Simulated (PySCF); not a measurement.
Below is a simulated gas-phase C 1s photoelectron spectrum of `[GeH3][NH][SiH2]C1CCC1`.

Every computed line was given a Gaussian of 0.4 eV full width at half maximum and an area set by the number of equivalent atoms; the highest printed point is 100. Method used: delta-SCF UKS SCAN, pcX-2 on the ionised atom, pcseg-1 elsewhere, spin-free X2C in PySCF 2.14.0.

binding energy (eV), intensity and a bar:
```
    289.3          0 
    289.4          2 #
    289.5          7 ##
    289.6         17 #####
    289.7         29 ########
    289.8         35 ##########
    289.9         32 ##########
    290.0         32 #########
    290.1         46 ##############
    290.2         76 #######################
    290.3        100 ##############################
    290.4         95 ############################
    290.5         63 ###################
    290.6         30 #########
    290.7         10 ###
    290.8          2 #
    290.9          0
```

Problem. Count the maxima, the lines and the sites behind this envelope.

Solution. The curve has 2 maxima (at 289.8 and 290.3 eV). Under it lie 3 lines from 3 inequivalent carbon sites. At this width some lines have no maximum of their own.

Problem. Decompose the envelope and assign each component. Numbering: `[GeH3:1][NH:2][SiH2:3][CH:4]1[CH2:5][CH2:6][CH2:7]1`.

Solution. 
```json
{"position (eV)": "289.80", "relative area": "1", "line": "C 1s", "atoms": "C4", "environment": "sp3 carbon bound to silicon"}
{"position (eV)": "290.33", "relative area": "1", "line": "C 1s", "atoms": "C6", "environment": "four-membered-ring carbon"}
{"position (eV)": "290.34", "relative area": "2", "line": "C 1s", "atoms": "C5/C7", "environment": "four-membered-ring carbon"}
```

Problem. What are the centre and the root-mean-square width of the whole band?

Solution. The area-weighted mean of the lines is 290.20 eV. Their own spread about it is 0.23 eV (rms) and each Gaussian has σ = 0.4/2.355 = 0.17 eV; the variances add, which gives 0.29 eV.

The listed C 1s values span 0.54 eV, from C4 (bonded to 2 C, H and Si) to C5/C7 (bonded to 2 C and 2 H). The widest gap between neighbouring values is 0.53 eV, between 289.80 and 290.33 eV. Summing the Pauling electronegativity differences to the bonded atoms, each weighted by its formal bond order, gives -1.00 for the lowest site and -0.70 for the highest; no listed site has a larger sum than the highest. The values 290.33 and 290.34 eV lie too close for their order to be trusted.

The curve has no shake-up lines and no vibrational structure. One atom of each set of topologically equivalent atoms was ionised and stands for the set; in this conformer not all members are related by symmetry, and their own values weren't computed. The structure is a single PBE0-D3(BJ)/def2-SVP conformer in the gas phase; no vibrational or solvent corrections.

Time: 3.2 min of wall time; peak memory 0.67 GiB. Hardware: one thread, Intel Xeon at 2.50 GHz (x86_64), no GPU, shared host with 64 logical CPUs at a one-minute load of 53.

The values belong to the conformer `[GeH3:1][NH:2][SiH2:3][CH:4]1[CH2:5][CH2:6][CH2:7]1`: Ge1–N2–Si3–C4 -24°, N2–Si3–C4–C5 75°.
